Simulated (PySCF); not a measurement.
**Name the molecule from its bond curve**

A diatomic of charge +1 contains Sn. Its triplet curve at PBE0 in a double-zeta basis (scalar-relativistic core potentials, PySCF), in eV from the separated fragments:

(R (Å), E (eV)): (2.602, -0.695), (2.723, -0.776), (2.844, -0.820), (2.934, -0.835), (3.025, -0.839), (3.116, -0.834), (3.237, -0.818), (3.388, -0.787), (3.570, -0.740), (3.812, -0.667)

The fit gives ωe = 208 cm⁻¹ and the rotational constant Bₑ = 0.2792 cm⁻¹.

Q: Which atom is the partner?

A: The minimum lies at 3.018 Å, so the reduced mass is 16.8576 u Å² cm⁻¹/(Bₑ·Re²) = 6.629 u. With Sn at 119.90 u the partner weighs about 7.0 u: Li. The molecule is LiSn⁺.

Spin–orbit coupling is left out. The state was picked by a PBE0 search and need not be the measured ground state.
